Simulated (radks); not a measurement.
Values are calculated unless marked as measured or tabulated.
Problem. Zr III, 38 electrons, occupied as [Kr] 4d2. Level of theory: scalar-relativistic Kohn-Sham, LDA (Slater exchange, Perdew-Wang correlation), spin-polarised, spherical densities, point nucleus; open shells are filled with parallel spins first (spin-orbit coupling, left out, can overturn this in heavy ions) (a radial shooting solver on a logarithmic mesh with Libxc functionals). Some entries of the table are withheld. Estimate them.

orbital  occ.  eigenvalue (eV)  <1/r> (bohr^-1)
1s down     1        -17813.85            41.21
1s up       1        -17813.84            41.21
2s up       1        -2481.463            9.237
2s down     1        -2481.297            9.238
2p up       3        -2216.206            9.008
2p down     3        -2216.080            9.008
3s up       1        -418.2884            3.135
3s down     1        -418.1684            3.135
3p up       3        -331.8942            2.979
3p down     3        -331.7636            2.979
3d up       5              (1)            2.739
3d down     5              (2)            2.740
4s up       1         -69.5268            1.119
4s down     1         -68.5056            1.124
4p up       3              (3)           0.9802
4p down     3              (4)           0.9859
4d up       2         -18.0592           0.6580
4d down     0         -16.7268           0.6571

Solution. 
(1) 3d up eigenvalue (eV): -189.6151
(2) 3d down eigenvalue (eV): -189.4357
(3) 4p up eigenvalue (eV): -47.5363
(4) 4p down eigenvalue (eV): -46.3822
